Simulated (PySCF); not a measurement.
**Pb²⁺ (lead, charge +2) across methods**

[Xe] 4f14 5d10 6s1 6p1, high-spin 3P determinant (an excited configuration). Calculation: PySCF 2.14, in x2c-TZVPPall (11s7p6d3f, 83 functions); scalar relativity by spin-free X2C-1e.

```
 method   E (hartree)  mean ε 5d β (eV)  mean ε 6s α (eV)  mean ε 6p α (eV)  Σ⟨r²⟩ (bohr²)   ⟨S²⟩
  B97-3     -20884.27           -41.652           -30.282           -19.681          48.36  2.001
wB97X-V     -20884.82           -44.059           -32.839           -21.977          48.54  2.001
 r2SCAN     -20884.82           -39.731           -29.682           -19.147          48.36  2.003
    PBE     -20884.84           -39.192           -29.216           -18.813          48.59  2.001
    UHF  -20878.86774           -47.278           -33.409           -22.492          48.74  2.003
    LDA     -20872.26           -39.442           -29.549           -18.933          48.52  2.001
   BP86     -20887.21           -39.302           -29.366           -18.913          48.48  2.001
   PBE0     -20884.58           -41.515           -30.486           -19.876          48.49  2.001
```

Spin-orbit coupling, absent here, splits the open shell strongly.
